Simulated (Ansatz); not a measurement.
A calculation with Ansatz (development build ahead of 0.2.0).

```yaml
crystal:
  periodic: [false, false, false]
  atoms:
    - { symbol: S, position_ang: [0.0, 0.0, 1.0143] }
    - { symbol: S, position_ang: [0.0, 0.0, -1.0143] }
    - { symbol: Al, position_ang: [0.0, 0.0, 3.1975] }
    - { symbol: Al, position_ang: [0.0, 0.0, -3.1975] }
basis:
  gaussian: { orbitals: pcseg-2 }
magnetization:
  spin_polarized: true
  initial_magnetization: 2
hamiltonian:
  xc: pbe0
```

The input is written out in the form of the current development build from the run's settings.

Output:

```yaml
Converged: yes
Total_energy: -1280.72289 hartree
Spin_squared_of_the_determinant: 2.011
Stability_test: minimum
```

Caution: other spin multiplicities may lie lower.
